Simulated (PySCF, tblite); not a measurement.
Isomers of C4H10FNSi2. All values are computed: GFN2-xTB (tblite) harmonic vibrations without scaling, gas phase. Errors from tens to a few hundred cm⁻¹ against measured bands are possible. Modes of hydrogen on silicon can be 10 to 20 % off. One conformer each.

Electronic energies: PBE0/pcSseg-1 single points on the GFN2-xTB geometries (PySCF, gas phase).

```csv
SMILES,"electronic energy, lowest = 0 (kcal/mol)"
CN[Si@@H]1[SiH2]C(F)=C1C,28.7
C#C[SiH2]C[Si@@H](F)NC,0.0
N#CC[SiH2]C[C@H](F)[SiH3],35.1
```

Question: How do GFN2-xTB zero-point energies change the relative energies?

Answer: 
| SMILES | ZPE (kcal/mol) | of it from modes above 1550 cm⁻¹ | electronic (kcal/mol) | with ZPE, lowest = 0 (kcal/mol) | lowest mode (cm⁻¹) | rings |
| --- | --- | --- | --- | --- | --- | --- |
| C#C[SiH2]C[Si@@H](F)NC | 79.3 | 43.7 | 0.0 | 0.0 | 13 | 0 |
| CN[Si@@H]1[SiH2]C(F)=C1C | 80.7 | 42.2 | 28.7 | 30.1 | 60 | 1 |
| N#CC[SiH2]C[C@H](F)[SiH3] | 76.9 | 41.0 | 35.1 | 32.6 | 24 | 0 |

The zero-point energies span 3.8 kcal/mol, from `N#CC[SiH2]C[C@H](F)[SiH3]` to `CN[Si@@H]1[SiH2]C(F)=C1C`. The order is unchanged.

Question: And how do the electronic energies of GFN2-xTB itself compare?

Answer: `C#C[SiH2]C[Si@@H](F)NC` 0.0; `CN[Si@@H]1[SiH2]C(F)=C1C` 28.5; `N#CC[SiH2]C[C@H](F)[SiH3]` 26.6 kcal/mol, lowest = 0. Against the energies above, taken from the same isomer `C#C[SiH2]C[Si@@H](F)NC`, the largest difference is 8.5 kcal/mol.
